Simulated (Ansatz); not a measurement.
The lowest doublet and quartet of NO (SMILES [N]=O); geometries from B3LYP-D3(BJ)/def2-TZVP, each state relaxed from the structure named, with no frequency check.
Doublet (charge 0, multiplicity 2):
```xyz
2

N      0.0000     0.0000    -0.6106
O      0.0000     0.0000     0.5343
```
Quartet (charge 0, multiplicity 4):
```csv
atom,x (Å),y (Å),z (Å)
N,0.0000,0.0000,-0.7573
O,0.0000,0.0000,0.6627
```

A positive gap puts the quartet lower; no zero-point energy. U- takes an unrestricted doublet. The quartet is unrestricted in single-reference levels. Active spaces average the two states.

Correlated levels freeze the cores.

The values were computed with Ansatz (an electronic-structure program). Values without a source in brackets are computed.

Question: Give the gap E(doublet) − E(quartet), adiabatic at the level FIC-MRCISD+Q on SA-CASSCF(11,8)/cc-pVQZ.

Answer: -4.75 eV

Question: Estimate the gap E(doublet) − E(quartet), adiabatic that U-MP2/cc-pVTZ returns for this input.

Answer: -5.10 eV

Question: Predict the gap E(doublet) − E(quartet), adiabatic from FIC-NEVPT4(SD) on SA-CASSCF(11,8)/cc-pVDZ.

Answer: -4.50 eV
